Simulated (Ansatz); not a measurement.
Computed with Ansatz on PBE0-D4/def2-TZVP structures; ΔE is electronic, products minus reactants. CCSD(T)/CBS adds triple-zeta CCSD(T) − MP2 to the extrapolated MP2 energy (def2 sets, frozen cores). Functionals use def2-TZVPP. B3LYP here is the variant with VWN-RPA as its local correlation; programs differ in this. For Ge, Se outer-core shells are correlated without core-valence functions, which leaves a few kJ/mol of doubt a bond. Scalar relativity is left out up to krypton. Each species was taken in one conformer, which may not be the lowest.

`[OH][AlH][SiH2][SeH]` + `O=[CH][GeH3]` → `O=[CH][GeH2][SeH]` + `[OH][AlH][SiH3]`  (formal exchange of groups at the Se–Si bond)

`[OH][AlH][SiH2][SeH]`:

```xyz
9

O    -1.714   -0.645    0.768
Al   -0.952    0.808    0.325
Si    1.298    0.399   -0.529
Se    1.547   -1.879   -0.641
H    -2.599   -0.703    1.125
H    -1.719    2.186    0.496
H     2.364    0.982    0.336
H     1.524    0.968   -1.888
H     0.251   -2.115    0.009
```

`O=[CH][GeH3]`:

Z-matrix (Å, degrees):
```
Ge
C 1 2.006
H 1 1.538 2 108.4
H 1 1.538 2 108.5 3 117.7
H 1 1.531 2 109.1 3 -121.1
O 2 1.199 1 123.0 3 121.0
H 2 1.116 1 117.1 3 -59.0
```

`O=[CH][GeH2][SeH]`:

Z-matrix (Å, degrees):
```
Ge
C 1 2.008
Se 1 2.356 2 107.5
H 1 1.534 2 109.5 3 122.3
H 1 1.537 2 110.5 3 -113.5
O 2 1.198 1 122.5 3 -125.9
H 2 1.115 1 116.6 3 51.9
H 3 1.469 1 92.7 2 66.0
```

`[OH][AlH][SiH3]`:

Cartesian coordinates in Å:
```
O 1.218 0.024 -1.814
Al 0.074 -0.678 -0.774
Si -0.451 0.578 1.260
H 1.493 -0.378 -2.637
H -0.577 -2.072 -1.177
H -0.298 -0.285 2.467
H -1.871 1.035 1.237
H 0.412 1.777 1.439
```

| level | ΔE (eV) |
| --- | --- |
| ωB97X-V | 0.01 |
| B3LYP | -0.05 |
| CCSD(T)/def2-TZVPP | -0.02 |
| SCS-MP2/def2-QZVPP | 0.00 |

(1) What does CCSD(T)/CBS give? (Best estimate.)

Largest T1 diagnostic among the species: 0.014.

## Answers

(1) Ansatz gave: +0.03 eV. The listed levels differ from it by -0.02, -0.08, -0.05, -0.03 eV.

The D4 term adds +0.03 eV with B3LYP and +0.02 eV with PBE0; it sums over pairs of atoms, weighted by their polarisabilities, and B3LYP, whose exchange is more repulsive, gets the larger term. In def2-TZVPP, CCSD(T) changes the Hartree–Fock value by +0.06 eV (the triples alone add +0.01 eV) and MP2 by +0.07 eV.
